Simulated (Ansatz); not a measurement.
Species: C₂H₇B, SMILES `CBC` (charge 0, multiplicity 1).

Task: Give a relaxed geometry from PBE0-D3(BJ)/def2-TZVP (Ansatz, a program for electronic structure).

Result: the end point of this relaxation (outside a Z-matrix the atoms follow the SMILES, hydrogens last).
Bonds (Å): C1–B2 1.558, C1–H4 1.093, C1–H5 1.093, C1–H6 1.102, B2–C3 1.558, B2–H7 1.204, C3–H8 1.102, C3–H9 1.093, C3–H10 1.093. Bond angles (°): B2–C1–H4 115.0, B2–C1–H5 113.7, B2–C1–H6 105.5, H4–C1–H5 109.9, H4–C1–H6 106.8, H5–C1–H6 105.1, C1–B2–C3 123.4, C1–B2–H7 118.3, C3–B2–H7 118.3, B2–C3–H8 105.5, B2–C3–H9 115.1, B2–C3–H10 113.7, H8–C3–H9 106.8, H8–C3–H10 105.0, H9–C3–H10 109.9.
